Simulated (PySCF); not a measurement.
# Hartree-Fock beside MP2: AlH3OSi

These are calculations, not measurements. The program is PySCF 2.14.0, an open-source quantum chemistry code, run on an isolated molecule that a program drew, which may never have been made. The molecule is AlH3OSi (charge 0, singlet), drawn as the SMILES string `[Al][O][SiH3]`.

The geometry was optimised and harmonic frequencies were computed with HF and MP2, all in the cc-pV(D+d)Z basis, for the commonest isotopes, with a restricted reference for singlets and an unrestricted one otherwise, and a frozen core in MP2. Each result is a local minimum of its method.

Geometry at the HF minimum:
```xyz
6
AlH3OSi, angstrom
Al   -2.7886   -1.6902    0.7144
O    -1.3326   -2.2270    0.0184
Si    0.0694   -2.7439   -0.6510
H    -0.1274   -4.0570   -1.3059
H     0.5416   -1.7753   -1.6661
H     1.1135   -2.8859    0.3888
```

Lengths of the bonds as drawn, in Å (atoms numbered as above):
```
  bond     HF    MP2
Al1-O2  1.701  1.723
O2-Si3  1.637  1.662
Si3-H4  1.480  1.482
Si3-H5  1.480  1.482
Si3-H6  1.480  1.482
```

Rotational constants, in GHz:
| constant | HF | MP2 |
|---|---|---|
| A | 86.71 | 86.54 |
| B | 2.984 | 2.904 |
| C | 2.984 | 2.904 |

Harmonic frequencies in cm^-1, each column in rising order, so a row needn't be the same motion in every method:
| rank | HF | MP2 |
|---|---|---|
| 1 | 106 | 74 |
| 2 | 106 | 74 |
| 3 | 542 | ? |
| 4 | 798 | 754 |
| 5 | 798 | 754 |
| 6 | 1042 | 995 |
| 7 | 1042 | 995 |
| 8 | 1059 | 1010 |
| 9 | 1112 | 1060 |
| 10 | 2303 | 2280 |
| 11 | 2303 | 2280 |
| 12 | 2323 | 2283 |

**Estimate the missing MP2 frequency from the HF column.**

A single factor s that minimises the squared misfit of MP2 against s times HF over the other rows is sum(HF x MP2) / sum(HF^2) = 0.9778, with an rms misfit of 26 cm^-1. For rank 3 it gives 0.9778 x 542 = 530 cm^-1. The calculation gives 513 cm^-1, 17 cm^-1 below the estimate. The drawn bonds are on average 0.6 % longer in MP2 than in HF.
